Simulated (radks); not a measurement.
The numbers below are computed, except where a source is named.
Coulomb parameter of the 3d shell of neutral chromium in the model configuration [Ar] 3d5 4s1, as a second difference U = [E(n + 0.25) + E(n - 0.25) - 2 E(n)] / (0.25)^2 with all orbitals relaxed. "Bare": the charge of the atom changes with n. "Screened": the 4s shell takes up the change at fixed total charge, which measures U(3d,3d) + U(4s,4s) - 2 U(3d,4s). Code: a radial shooting solver on a logarithmic mesh with Libxc functionals. Model: Dirac Kohn-Sham, PBE, spin-unpolarised, spherical densities, finite nucleus; open shells are shared between the two j in proportion to 2j + 1; Fermi nuclear charge, rms radius 3.6452 fm.

case,configuration,E - E(n) (eV)
start,[Ar] 3d5 4s1,0.000
bare +0.25,[Ar] 3d5.25 4s1,-0.478
bare -0.25,[Ar] 3d4.75 4s1,1.008
screened +0.25,[Ar] 3d5.25 4s0.75,0.321
screened -0.25,[Ar] 3d4.75 4s1.25,-0.220

U(bare) = 8.472 eV, U(screened by 4s) = 1.611 eV. The step up makes a negative ion, whose loosely bound charge lowers the bare value.
